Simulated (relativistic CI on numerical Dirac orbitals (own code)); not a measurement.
## L2,3 absorption of cobalt in several valence states

Computed multiplet spectra 2p⁶3dⁿ → 2p⁵3dⁿ⁺¹ (Dirac-Coulomb-Breit ions, Slater integrals scaled by 0.9, an assumed crystal field that grows with the charge, no charge transfer; 300 K; Lorentzian 0.4 eV and Gaussian 0.3 eV FWHM at both edges, so that L2 comes out sharper than in experiment). Peaks over 5 % are given in eV from the highest peak in the L3 region of each spectrum (height, largest 100). S of the lowest state is read from ⟨S²⟩, and the branching ratio is the share of L3, cut at the minimum between the edges.

Field parameters in Wybourne normalisation: Oh B⁴₀ = 21Dq, B⁴₄ = √(5/14) B⁴₀. The field is a parameter set, without covalency.

- Co2+ (d7, Oh, 10Dq = 10300 cm⁻¹): S = 1.50, high spin, branching ratio 0.82; peaks -3.5 (54), -2.0 (86), -1.3 (89), 0.0 (100), 2.7 (11), 13.4 (27), 14.2 (30), 14.6 (29), 16.3 (6), 16.8 (5)
- Co3+ (d6, Oh, 10Dq = 13300 cm⁻¹): S = 2.00, high spin, branching ratio 0.78; peaks -2.8 (19), -1.6 (24), 0.0 (100), 1.5 (50), 3.5 (21), 5.4 (7), 13.4 (10), 15.2 (33), 19.2 (7)
- Co4+ (d5, Oh, 10Dq = 16300 cm⁻¹): S = 2.50, high spin, branching ratio 0.78; peaks -2.3 (27), 0.0 (100), 2.0 (30), 4.0 (7), 4.9 (11), 6.3 (6), 13.6 (14), 16.1 (17), 17.2 (12), 17.8 (15)
- Co5+ (d4, Oh, 10Dq = 19300 cm⁻¹): S = 1.99, high spin, branching ratio 0.65; peaks -3.4 (21), -2.6 (43), -1.6 (38), 0.0 (100), 2.3 (66), 4.3 (30), 9.7 (24), 11.4 (32), 12.3 (36), 13.5 (19), 15.3 (27), 16.6 (40), 18.1 (16)

The centroid of the whole edge, which also moves with the branching ratio, lies at 783.9 (Co2+), 787.3 (Co3+), 791.5 (Co4+), 796.6 (Co5+) eV in this ionic model, in steps of 3.4 to 5.1 eV. Compounds show about 1 to 2 eV a unit and lower energies for the high valences, since ligands screen the charge. The multiplet shape follows the d count and the spin state, and so serves as a fingerprint of valence. Real compounds of Co3+, Co4+, Co5+ are mostly low spin, since covalency shrinks the Slater integrals more than this scale does.
